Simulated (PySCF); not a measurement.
## C(2+): ionisation energy

C(2+) [He] 2s2 (1S) → C(3+) [He] 2s1 (2S), as a difference of total energies. Computed with PySCF 2.14 in aug-cc-pV5Z, with the non-relativistic Hamiltonian (point nucleus). Correlated levels: valence: 1s2 frozen. The calculations carry no spin-orbit coupling.

| method | ionisation energy (eV) |
| --- | --- |
| UHF | 45.778 |
| PBE | 47.106 |
| r2SCAN | 46.615 |
| TPSSh | 47.122 |
| PBEsol | 46.824 |
| BHandHLYP | 47.023 |
| MP2 (valence) | 47.042 |
| SCS-MP2 (valence) | 47.295 |

Problem. Estimate what LDA gives.

Solution. 46.948 eV, closest to BHandHLYP among the rows shown.

Problem. Estimate what PBE0 gives.

Solution. 47.042 eV, closest to MP2 (valence) among the rows shown.

Errors of the correlated levels include the incompleteness of this basis and the frozen core.

MP2 underrates the near-degeneracy of ns² with np² in the lower species.

For comparison: 47.888 eV (measured; NIST Atomic Spectra Database, ionization energies).
